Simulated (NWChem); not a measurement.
System: SiIF, singlet; SMILES F[Si]I

```xyz
3

Si    -0.6704     1.5734     0.0000
F      0.7702     2.3327     0.0000
I      0.0463    -0.8117     0.0000
```
Atoms are numbered in this order, from 1.

Computed with NWChem. Low-valent species are run as closed-shell singlets; no triplet was tried in these runs. All runs use the structure optimised with PBE0/def2-SVP. def2 effective core potentials on I; no spin-orbit coupling. Ions are spin-unrestricted doublets at the neutral geometry; other ion states weren't tried.

What does the run give for LDA (Slater exchange, VWN5)/def2-SVPD? Quantities: vertical ionisation energy, ΔSCF (eV); −ε(HOMO) (eV).

vertical ionisation energy, ΔSCF (eV): 9.80
−ε(HOMO) (eV): 6.73
